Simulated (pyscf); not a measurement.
Elementary routes open to `[GeH4]` + `[Cl][GeH]` [singlet] in the gas phase (singlet surface):
A. `[Cl][GeH3]` + `[GeH2]` [singlet] (Ge–H, Cl–Ge broken; Cl–Ge, Ge–H formed)
B. `[Cl][GeH2][GeH3]` (Ge–H broken; Ge–Ge, Ge–H formed)

Structures and frequencies: ωB97X-D3(BJ)/def2-SVP in PySCF. MP2 and CC: frozen core, UHF for open shells. ΔMP2 is the change of the MP2 total energy from the triple- to the quadruple-zeta basis.

Task: Rank the routes by free-energy barrier at 298 K, lowest first, for CCSD(T)/def2-TZVPP + ΔMP2(QZVPP) energies (ideal gas, 1 atm, RRHO with modes under 100 cm⁻¹ raised to 100, one conformer, R ln 2 for chiral ones without a mode under 150 cm⁻¹).

Result: B (20.1 kcal/mol), A (26.7 kcal/mol)

Route B is the fastest of these, ahead of the next by 6.7 kcal/mol. The most stable products are those of B (ΔG = -23.3 kcal/mol), so kinetics and thermodynamics agree. At 1200 K B is still the fastest. A: On the reactant side the descent ends in a bound adduct, 8.2 kcal/mol under the separated species and 19.4 kcal/mol under the saddle at ωB97X-D3(BJ)/def2-TZVP. On the product side the descent ends in an adduct with a Cl–Ge contact, 13.6 kcal/mol under the separated species and 11.0 kcal/mol under the saddle at ωB97X-D3(BJ)/def2-TZVP. B: On the reactant side the descent ends in a complex (not fully relaxed), 7.5 kcal/mol under the separated species and 15.2 kcal/mol under the saddle at ωB97X-D3(BJ)/def2-TZVP. Only these routes are compared; each barrier is that of the saddle found, and lower ones may exist. The CCSD(T) − MP2 part came from Ansatz, without density fitting, on the same reference. The frozen core leaves the outer d or s,p core shells of the metals and heavy elements correlated in the MP2 and CC values, and def2-TZVPP describes them poorly, which can shift differences by a few kcal/mol. Elements up to Kr have no core potential and no relativistic terms here.
